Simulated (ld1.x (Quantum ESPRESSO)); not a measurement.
# LDA (PZ) TM dataset for Ag (Z = 47), scalar-relativistic all-electron reference.

The input file (ld1.x (Quantum ESPRESSO) 7.5):

```
&input
   title='Ag', zed=47., rel=1, dft='PZ', iswitch=3,
   config='[Kr] 4d10 4f-2 5s1 5p0',
   nld=4, rlderiv=2.70, eminld=-6.0, emaxld=5.0, deld=0.02
 /
 &inputp
   pseudotype=2, tm=.true., lloc=0,
   nlcc=.true., rcore=0.65,
   file_pseudopw='Ag.UPF', file_wfcaegen='ae.wfc', file_wfcncgen='nc.wfc', file_beta='beta', file_chi='chi'
 /
4
4P  2  1   6.00   0.00  0.95  0.95  0.0
4D  3  2  10.00   0.00  1.95  1.95  0.0
4F  4  3  -2.00   0.20  2.45  2.45  0.0
5S  1  0   1.00   0.00  2.50  2.50  0.0
 &test
   configts(1)='4p6 4d10 5s1 5p0'
 /
```

Command:

```bash
ld1.x < Ag.in > Ag.out
```

Output (shortened: banner, matrices, multipoles, cross overlaps and the repeated all-electron block are left out):

```
Program LD1 v.7.5
     --------------------------- All-electron run ----------------------------

     Ag
     scalar relativistic calculation

     atomic number is 47.00
     dft =PZ   lsd =0 sic =0 latt =0  beta=0.20 tr2=1.0E-14
     Exchange-correlation= PZ
                           (   1   1   0   0   0   0   0)
     mesh =1237 r(mesh) =  99.46963 a.u. xmin = -7.00 dx = 0.01250
     1 Ry =  13.60569312 eV, c = 137.03599908

     n l     nl                  e(Ry)          e(Ha)          e(eV)
     1 0     1S 1( 2.00)     -1859.4430      -929.7215    -25299.0107
     2 0     2S 1( 2.00)      -273.8453      -136.9226     -3725.8549
     2 1     2P 1( 6.00)      -245.7942      -122.8971     -3344.2009
     3 0     3S 1( 2.00)       -50.1688       -25.0844      -682.5811
     3 1     3P 1( 6.00)       -40.9552       -20.4776      -557.2232
     4 0     4S 1( 2.00)        -6.9881        -3.4940       -95.0778
     4 1     4P 1( 6.00)        -4.3120        -2.1560       -58.6672
     3 2     3D 1(10.00)       -26.3791       -13.1895      -358.9056
     4 2     4D 1(10.00)        -0.5631        -0.2816        -7.6619
     5 0     5S 1( 1.00)        -0.3469        -0.1734        -4.7197
     5 1     5P 1( 0.00)        -0.0622        -0.0311        -0.8460

     final scf error:  8.3E-15 reached in  23 iterations

     Etot =  -10622.264787 Ry,   -5311.132394 Ha, -144523.274964 eV

     Ekin =   11032.502409 Ry,    5516.251205 Ha,  150104.842159 eV
     Encl =  -25685.709504 Ry,  -12842.854752 Ha, -349471.881153 eV
     Eh   =    4319.191280 Ry,    2159.595640 Ha,   58765.591092 eV
     Exc  =    -288.248972 Ry,    -144.124486 Ha,   -3921.827063 eV

     normalization and overlap integrals

     s(1S/1S) =  1.000000  <r> =   0.0311  <r2> =    0.0013  r(max) =   0.0202
     s(2S/2S) =  1.000000  <r> =   0.1351  <r2> =    0.0215  r(max) =   0.1136
     s(2P/2P) =  1.000000  <r> =   0.1177  <r2> =    0.0169  r(max) =   0.0907
     s(3S/3S) =  1.000000  <r> =   0.3692  <r2> =    0.1559  r(max) =   0.3328
     s(3P/3P) =  1.000000  <r> =   0.3681  <r2> =    0.1574  r(max) =   0.3246
     s(4S/4S) =  1.000000  <r> =   0.9111  <r2> =    0.9421  r(max) =   0.8186
     s(4P/4P) =  1.000000  <r> =   1.0003  <r2> =    1.1495  r(max) =   0.8714
     s(3D/3D) =  1.000000  <r> =   0.3460  <r2> =    0.1427  r(max) =   0.2725
     s(4D/4D) =  1.000000  <r> =   1.4215  <r2> =    2.5216  r(max) =   1.0381
     s(5S/5S) =  1.000000  <r> =   3.1080  <r2> =   11.2353  r(max) =   2.4902
     s(5P/5P) =  1.000000  <r> =   4.9934  <r2> =   30.3767  r(max) =   3.6688

     ------------------------ End of All-electron run ------------------------

     --------------------- Generating NC pseudopotential ---------------------

      Generating local pot.: lloc=0, matching radius rcloc =   2.5000

      Computing core charge for nlcc:

       r > 0.65 : true rho core
       r < 0.65 : rho core = a sin(br)/r    a=  26.23  b=   4.00

      Integrated core pseudo-charge :   6.88

      Wfc   4P  rcut= 0.951  Using Troullier-Martins method

      Wfc   4D  rcut= 1.964  Using Troullier-Martins method

      Wfc   4F  rcut= 2.459  Using Troullier-Martins method

     ------------------- End of pseudopotential generation -------------------

     Computing logarithmic derivative in   2.70100
     Computing logarithmic derivative in   2.70100
     Computing the partial wave expansion
       no projector for channel:   0
     R is outside the sphere for l=    1 j= 0.00
     R is outside the sphere for l=    2 j= 0.00
     R is outside the sphere for l=    3 j= 0.00

     ---------------------- Testing the pseudopotential ----------------------

     Ag
     scalar relativistic calculation

     atomic number is 47.00   valence charge is 17.00
     dft =PZ   lsd =0 sic =0 latt =0  beta=0.20 tr2=1.0E-14
     mesh =1237 r(mesh) =  99.46963 xmin = -7.00 dx = 0.01250

     n l     nl             e AE (Ry)        e PS (Ry)    De AE-PS (Ry)
     2 1     4P   1( 6.00)       -4.31196       -4.31207        0.00011
     3 2     4D   1(10.00)       -0.56314       -0.56314        0.00000
     1 0     5S   1( 1.00)       -0.34689       -0.34689        0.00000
     3 1     5P   1( 0.00)       -0.06218       -0.03595       -0.02623  !

     eps = 8.1E-15  iter =  9

     Etot =  -10622.264787 Ry,   -5311.132394 Ha, -144523.274964 eV
     Etotps =  -236.833483 Ry,    -118.416741 Ha,   -3222.283688 eV

     Ekin =      97.859683 Ry,      48.929841 Ha,    1331.448813 eV
     Encl =    -342.539032 Ry,    -171.269516 Ha,   -4660.480955 eV
     Ehrt =     195.873557 Ry,      97.936778 Ha,    2664.995505 eV
     Ecxc =     -41.923533 Ry,     -20.961766 Ha,    -570.398723 eV
     (Ecc =     -14.521180 Ry,      -7.260590 Ha,    -197.570724 eV)
     Epseu=    -146.104157 Ry,     -73.052079 Ha,   -1987.848328 eV

     ---------------------- End of pseudopotential test ----------------------
```

Generation and configuration tests took about 3 s on one core of a shared server CPU.

Transferability test of the new file with ld1.x, input:

```
&input
   title='Ag', zed=47., rel=1, dft='PZ', iswitch=2,
   config='[Kr] 4d10 4f-2 5s1 5p0'
 /
 &test
   file_pseudo='Ag.UPF', nconf=10,
   configts(1)='4p6 4d10 5s1 5p0',
   configts(2)='4p6 4d10 5s0 5p0',
   configts(3)='4p6 4d9 5s0 5p0',
   configts(4)='4p6 4d8 5s0 5p0',
   configts(5)='4p6 4d7 5s0 5p0',
   configts(6)='4p6 4d10 5s0.5 5p0',
   configts(7)='4p5 4d10 5s1 5p0',
   configts(8)='4p6 4d9 5s1 5p0',
   configts(9)='4p6 4d10 5s1 5p0', lsdts(9)=1,
   configts(10)='4p6 4d9 5s0 5p0', lsdts(10)=1
 /
```

```bash
ld1.x < Ag.test.in > Ag.test.out
```

Pseudopotential blocks of its output, shortened (energy terms left out; the distinct warnings before each block abridged to one line each):

```
     ---------------------- Testing the pseudopotential ----------------------

     n l     nl             e AE (Ry)        e PS (Ry)    De AE-PS (Ry)
     2 1     4P   1( 6.00)       -4.31196       -4.31207        0.00011
     3 2     4D   1(10.00)       -0.56314       -0.56314        0.00000
     1 0     5S   1( 1.00)       -0.34689       -0.34689        0.00000
     3 1     5P   1( 0.00)       -0.06218       -0.03595       -0.02623  !

     eps = 6.2E-15  iter = 10

     Etot =  -10622.264787 Ry,   -5311.132394 Ha, -144523.274964 eV
     Etotps =  -236.833483 Ry,    -118.416742 Ha,   -3222.283695 eV

     ---------------------- End of pseudopotential test ----------------------

          ---------------------- Testing the pseudopotential ----------------------

     n l     nl             e AE (Ry)        e PS (Ry)    De AE-PS (Ry)
     2 1     4P   1( 6.00)       -4.92331       -4.91889       -0.00443
     3 2     4D   1(10.00)       -1.17004       -1.16903       -0.00101
     1 0     5S   1( 0.00)       -0.85449       -0.85600        0.00151
     3 1     5P   1( 0.00)       -0.47182       -0.40393       -0.06789  !

     eps = 1.8E-15  iter =  7

     Etot =  -10621.669280 Ry,   -5310.834640 Ha, -144515.172680 eV
     Etotps =  -236.237288 Ry,    -118.118644 Ha,   -3214.172051 eV
     dEtot_ae =       0.595507 Ry
     dEtot_ps =       0.596195 Ry,   Delta E=      -0.000688 Ry

     ---------------------- End of pseudopotential test ----------------------

          Warning: n=2, l=1 expected 0 nodes, found 1
     ---------------------- Testing the pseudopotential ----------------------

     n l     nl             e AE (Ry)        e PS (Ry)    De AE-PS (Ry)
     2 1     4P   1( 6.00)       -5.96095       -5.98149        0.02054  !
     3 2     4D   1( 9.00)       -2.14230       -2.15554        0.01324  !
     1 0     5S   1( 0.00)       -1.55325       -1.55663        0.00339
     3 1     5P   1( 0.00)       -1.06460       -0.93209       -0.13251  !

     eps = 5.6E-17  iter =  9

     Etot =  -10620.024170 Ry,   -5310.012085 Ha, -144492.789810 eV
     Etotps =  -234.586526 Ry,    -117.293263 Ha,   -3191.712287 eV
     dEtot_ae =       2.240618 Ry
     dEtot_ps =       2.246957 Ry,   Delta E=      -0.006340 Ry

     ---------------------- End of pseudopotential test ----------------------

          ---------------------- Testing the pseudopotential ----------------------

     n l     nl             e AE (Ry)        e PS (Ry)    De AE-PS (Ry)
     2 1     4P   1( 6.00)       -7.12369       -7.17685        0.05316  !
     3 2     4D   1( 8.00)       -3.23155       -3.26359        0.03204  !
     1 0     5S   1( 0.00)       -2.33385       -2.34514        0.01128  !
     3 1     5P   1( 0.00)       -1.75179       -1.54115       -0.21064  !

     eps = 2.8E-17  iter =  9

     Etot =  -10617.346336 Ry,   -5308.673168 Ha, -144456.356023 eV
     Etotps =  -231.885860 Ry,    -115.942930 Ha,   -3154.967849 eV
     dEtot_ae =       4.918451 Ry
     dEtot_ps =       4.947623 Ry,   Delta E=      -0.029172 Ry

     ---------------------- End of pseudopotential test ----------------------

          ---------------------- Testing the pseudopotential ----------------------

     n l     nl             e AE (Ry)        e PS (Ry)    De AE-PS (Ry)
     2 1     4P   1( 6.00)       -8.38754       -8.47431        0.08677  !
     3 2     4D   1( 7.00)       -4.41766       -4.46709        0.04943  !
     1 0     5S   1( 0.00)       -3.18314       -3.21121        0.02807  !
     3 1     5P   1( 0.00)       -2.51592       -2.21266       -0.30327  !

     eps = 2.3E-17  iter =  9

     Etot =  -10613.529738 Ry,   -5306.764869 Ha, -144404.428560 eV
     Etotps =  -228.027633 Ry,    -114.013817 Ha,   -3102.474000 eV
     dEtot_ae =       8.735050 Ry
     dEtot_ps =       8.805850 Ry,   Delta E=      -0.070801 Ry

     ---------------------- End of pseudopotential test ----------------------

          ---------------------- Testing the pseudopotential ----------------------

     n l     nl             e AE (Ry)        e PS (Ry)    De AE-PS (Ry)
     2 1     4P   1( 6.00)       -4.60496       -4.60281       -0.00215
     3 2     4D   1(10.00)       -0.85461       -0.85397       -0.00064
     1 0     5S   1( 0.50)       -0.59305       -0.59355        0.00050
     3 1     5P   1( 0.00)       -0.25696       -0.21031       -0.04665  !

     eps = 3.5E-16  iter =  9

     Etot =  -10622.030652 Ry,   -5311.015326 Ha, -144520.089397 eV
     Etotps =  -236.599194 Ry,    -118.299597 Ha,   -3219.096023 eV
     dEtot_ae =       0.234135 Ry
     dEtot_ps =       0.234290 Ry,   Delta E=      -0.000155 Ry

     ---------------------- End of pseudopotential test ----------------------

          ---------------------- Testing the pseudopotential ----------------------

     n l     nl             e AE (Ry)        e PS (Ry)    De AE-PS (Ry)
     2 1     4P   1( 5.00)       -5.33194       -5.38073        0.04879  !
     3 2     4D   1(10.00)       -1.49389       -1.51673        0.02284  !
     1 0     5S   1( 1.00)       -0.97509       -0.97177       -0.00333
     3 1     5P   1( 0.00)       -0.55751       -0.46965       -0.08786  !

     eps = 8.3E-15  iter = 15

     Etot =  -10617.461599 Ry,   -5308.730800 Ha, -144457.924265 eV
     Etotps =  -232.004290 Ry,    -116.002145 Ha,   -3156.579179 eV
     dEtot_ae =       4.803188 Ry
     dEtot_ps =       4.829193 Ry,   Delta E=      -0.026005 Ry

     ---------------------- End of pseudopotential test ----------------------

          ---------------------- Testing the pseudopotential ----------------------

     n l     nl             e AE (Ry)        e PS (Ry)    De AE-PS (Ry)
     2 1     4P   1( 6.00)       -5.23812       -5.25939        0.02127  !
     3 2     4D   1( 9.00)       -1.43114       -1.44219        0.01105  !
     1 0     5S   1( 1.00)       -0.96659       -0.96595       -0.00063
     3 1     5P   1( 0.00)       -0.55415       -0.46976       -0.08439  !

     eps = 1.3E-15  iter = 12

     Etot =  -10621.281484 Ry,   -5310.640742 Ha, -144509.896446 eV
     Etotps =  -235.845045 Ry,    -117.922522 Ha,   -3208.835300 eV
     dEtot_ae =       0.983303 Ry
     dEtot_ps =       0.988439 Ry,   Delta E=      -0.005136 Ry

     ---------------------- End of pseudopotential test ----------------------

          ---------------------- Testing the pseudopotential ----------------------

     n l     nl             e AE (Ry)        e PS (Ry)    De AE-PS (Ry)
     2 1     4P   1( 3.00)       -4.30992       -4.30999        0.00007
     3 2     4D   1( 5.00)       -0.56657       -0.56686        0.00029
     1 0     5S   1( 1.00)       -0.36526       -0.36524       -0.00001
     3 1     5P   1( 0.00)       -0.07487       -0.04582       -0.02906  !
     2 1     4P   2( 3.00)       -4.30803       -4.30830        0.00027
     3 2     4D   2( 5.00)       -0.55376       -0.55358       -0.00018
     1 0     5S   2( 0.00)       -0.32040       -0.32050        0.00010
     3 1     5P   2( 0.00)       -0.04264       -0.02034       -0.02229  !

     eps = 1.7E-15  iter = 12

     Etot =  -10622.275730 Ry,   -5311.137865 Ha, -144523.423845 eV
     Etotps =  -236.844405 Ry,    -118.422202 Ha,   -3222.432288 eV
     dEtot_ae =      -0.010943 Ry
     dEtot_ps =      -0.010921 Ry,   Delta E=      -0.000021 Ry

     ---------------------- End of pseudopotential test ----------------------

          ---------------------- Testing the pseudopotential ----------------------

     n l     nl             e AE (Ry)        e PS (Ry)    De AE-PS (Ry)
     2 1     4P   1( 3.00)       -5.98530       -6.00649        0.02120  !
     3 2     4D   1( 5.00)       -2.16493       -2.17916        0.01423  !
     1 0     5S   1( 0.00)       -1.56297       -1.56705        0.00408
     3 1     5P   1( 0.00)       -1.07095       -0.93624       -0.13470  !
     2 1     4P   2( 3.00)       -5.93434       -5.95412        0.01978  !
     3 2     4D   2( 4.00)       -2.11768       -2.12984        0.01216  !
     1 0     5S   2( 0.00)       -1.54267       -1.54533        0.00266
     3 1     5P   2( 0.00)       -1.05766       -0.92750       -0.13016  !

     eps = 3.7E-16  iter =  9

     Etot =  -10620.035976 Ry,   -5310.017988 Ha, -144492.950448 eV
     Etotps =  -234.598854 Ry,    -117.299427 Ha,   -3191.880011 eV
     dEtot_ae =       2.228811 Ry
     dEtot_ps =       2.234630 Ry,   Delta E=      -0.005819 Ry

     ---------------------- End of pseudopotential test ----------------------
```
